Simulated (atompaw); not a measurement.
An all-electron radial function and its pseudo partner (nitrogen)

Columns: radius, all-electron u(r) and pseudo u(r) of the 2s shell (level -18.67 eV) of nitrogen in the configuration [He] 2s1.75 2p3.25; PBE, non-relativistic, PAW (atompaw) scheme, atompaw 4.2.0.5.

| r (bohr) | all-electron | pseudo |
| --- | --- | --- |
| 0.079 | 0.3573 | -0.1166 |
| 0.158 | 0.3614 | -0.2314 |
| 0.237 | 0.2113 | -0.3424 |
| 0.315 | 0.0103 | -0.4457 |
| 0.394 | -0.1968 | -0.5419 |
| 0.473 | -0.3836 | -0.6281 |
| 0.552 | -0.5407 | -0.7034 |
| 0.631 | -0.6660 | -0.7675 |
| 0.710 | -0.7604 | -0.8190 |
| 0.788 | -0.8259 | -0.8562 |
| 0.867 | -0.8681 | -0.8800 |
| 0.946 | -0.8899 | -0.8922 |
| 1.025 | -0.8951 | -0.8951 |
| 1.104 | -0.8872 | -0.8872 |
| 1.183 | -0.8691 | -0.8691 |
| 1.262 | -0.8434 | -0.8434 |
| 1.340 | -0.8125 | -0.8125 |
| 1.419 | -0.7774 | -0.7774 |
| 1.498 | -0.7398 | -0.7398 |
| 1.577 | -0.7008 | -0.7008 |
| 1.656 | -0.6614 | -0.6614 |
| 1.735 | -0.6220 | -0.6220 |
| 1.813 | -0.5838 | -0.5838 |
| 1.892 | -0.5462 | -0.5462 |
| 1.971 | -0.5098 | -0.5098 |
| 2.050 | -0.4750 | -0.4750 |

Task: How many radial nodes do the two functions have?

Result: The all-electron 2s function has n − l − 1 = 1; the pseudo-wave has 0, since the states of the same l below it are removed with the core.

Task: At about which radius was the pseudo-wave matched?

Result: 1.05 bohr, where the columns begin to agree (steps of 0.08 bohr).

Task: Is the pseudo-wave norm-conserving?

Result: No, it belongs to a PAW set: the norm inside the radius is not constrained, and the difference is carried by the augmentation charge.
